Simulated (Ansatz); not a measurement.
AunHm: r2SCAN-D4/def2-TZVPD single points in Ansatz on relaxed structures, gas phase. Each cluster is the lowest isomer that a short search found in that spin, judged at the geometry's level, and lower ones may exist. Core potentials for Au, no spin–orbit coupling. HOMO and LUMO are taken over both spins. Binding counts from free atoms in the multiplicity of their measured ground term, without zero-point energy. Singlets are spin-restricted. The spins of the ions were chosen, not always searched. The structures are stationary points that may keep the symmetry of their start. Remarks come from the PBE and PBE0 runs and from stability tests at other levels; not every state was tested. A HOMO above zero means that the electron is unbound at that level and held by the basis, or that self-interaction error raises the level; the energy of removing that electron tells which.

**Question.** Estimate the order by HOMO (eV), lowest first.
A. HAu2 (doublet; reduced ion singlet)
B. H6Au3 (doublet; reduced ion singlet)
C. H5Au3 (singlet)
D. H4Au3 (doublet; reduced ion singlet)

**Answer.** C (-7.05), D (-6.91), A (-6.21), B (-4.56).

In full:

| species | atoms | state | geometry | HOMO (eV) | LUMO (eV) | gap (eV) | vertical EA (eV) | binding per atom (eV) | point group (within 0.1 Å) | remarks |
| --- | --- | --- | --- | --- | --- | --- | --- | --- | --- | --- |
| HAu2 | 3 | doublet; reduced ion singlet | PBE-D4/def2-TZVP | -6.21 | -5.31 | 0.90 | 2.80 | 1.45 | – | – |
| H4Au3 | 7 | doublet; reduced ion singlet | PBE-D4/def2-TZVP | -6.91 | -6.30 | 0.61 | 4.05 | 2.03 | – | – |
| H5Au3 | 8 | singlet | r2SCAN-D4/def2-SVP | -7.05 | -3.70 | 3.35 | 1.53 | 2.16 | – | HOMO above zero (-1 doublet) |
| H6Au3 | 9 | doublet; reduced ion singlet | PBE0-D4/def2-SVP | -4.56 | -3.42 | 1.14 | 1.50 | 2.07 | Cs | HOMO above zero (-1 singlet) |

The gap (eV) runs from 0.61 (H4Au3) to 3.35 (H5Au3). It alternates from one size to the next. The vertical EA (eV) runs from 1.50 (H6Au3) to 4.05 (H4Au3). It doesn't follow size steadily. The binding per atom (eV) runs from 1.45 (HAu2) to 2.16 (H5Au3). It doesn't follow size steadily.
